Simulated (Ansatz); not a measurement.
C2H10Si3 can be A, `C1[SiH2]C[SiH2][SiH2]1`, or B, `C=C[SiH]([SiH3])[SiH3]`.

Computed with Ansatz on PBE0-D4/def2-TZVP structures; ΔE is electronic, products minus reactants. CBS: MP2 limit from def2 TZ/QZ plus the TZ coupled-cluster correction, frozen cores. Functionals use def2-TZVPP. B3LYP here is the variant with VWN-RPA as its local correlation; programs differ in this. Each species was taken in one conformer, which may not be the lowest.

Task: Which isomer does CCSD(T)/CBS put lower? Give the gap. (Estimate.)

Result: Ansatz gave: A, by 37.9 kcal/mol.

Task: Give E(B) − E(A) in kcal/mol with CCSD/def2-TZVPP, ωB97M-V, B2PLYP, MP2/def2-TZVPP, B3LYP-D4, B3LYP, PBE0-D4. (An estimate is asked.)

Result: Ansatz gave: CCSD/def2-TZVPP 36.9, ωB97M-V 40.5, B2PLYP 35.3, MP2/def2-TZVPP 41.6, B3LYP-D4 34.2, B3LYP 31.8, PBE0-D4 39.7. None reverses the order clearly.

Largest T1 diagnostic: 0.013.

The D4 term adds +2.3 kcal/mol with B3LYP and +1.1 kcal/mol with PBE0; it sums over pairs of atoms, weighted by their polarisabilities, and B3LYP, whose exchange is more repulsive, gets the larger term. From PBE to PBE0 (25 % exact exchange), in def2-TZVPP and without D4, E(B) − E(A) moves by +3.8 kcal/mol.
